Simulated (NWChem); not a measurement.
A series in which one site is exchanged, each optimised at PBE0/def2-SVP with NWChem, gas phase unless a solvent is named. 

A: [GaH2][Cl] (GaH₂Cl; site = Ga)
B: BCl (BH$_{2}$Cl; site = B)
C: [Cl][AlH2] (AlH$_{2}$Cl; site = Al)

| quantity | A | B | C |
|---|---|---|---|
| dipole (D), PBE0/def2-SVP | (withheld) | 0.41 | 1.25 |
| highest harmonic frequency (cm⁻¹), PBE0/def2-SVP | (withheld) | 2736 | 1989 |
| vertical ionisation energy, ΔSCF, PBE/def2-SVP (eV) | (withheld) | 11.01 | 10.49 |
| lowest singlet excitation, PBE0/def2-SVPD, TDA (eV) | (withheld) | 4.97 | 5.42 |

Problem. Fill in the missing entries.

Solution. 
- dipole (D), PBE0/def2-SVP, A: 1.87
- highest harmonic frequency (cm⁻¹), PBE0/def2-SVP, A: 2032
- vertical ionisation energy, ΔSCF, PBE/def2-SVP (eV), A: 10.41
- lowest singlet excitation, PBE0/def2-SVPD, TDA (eV), A: 5.16
